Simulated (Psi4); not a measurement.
Complex: GeH4 (SMILES [GeH4]) (first 5 atoms) with CH2O2 (SMILES O=CO); geometry from B3LYP-D3(BJ)/def2-TZVP, rigid monomers moved along the line of their centres of mass till H5···H10 is 3.46 Å.
(charge 0, multiplicity 1):
```xyz
10

Ge    -0.28487     0.14269     0.13679
H     -0.81389    -0.21854    -1.26178
H     -0.68263     1.57599     0.49631
H      1.23216    -0.05082     0.19212
H     -0.95350    -0.83098     1.13506
O      1.07100     0.89456     4.71516
C      0.64742     0.23201     5.62059
O     -0.22551    -0.77652     5.50079
H      0.92108     0.36521     6.67500
H     -0.45033    -0.87138     4.55635
```

All values below come from SAPT0/aug-cc-pVDZ (Psi4 1.11).

Q: Give the four SAPT terms and the total, and say what mostly holds the pair together.

A: electrostatics -0.27, exchange 0.03, induction -0.07, dispersion -0.28, total -0.59 kcal/mol; the largest attraction is dispersion.
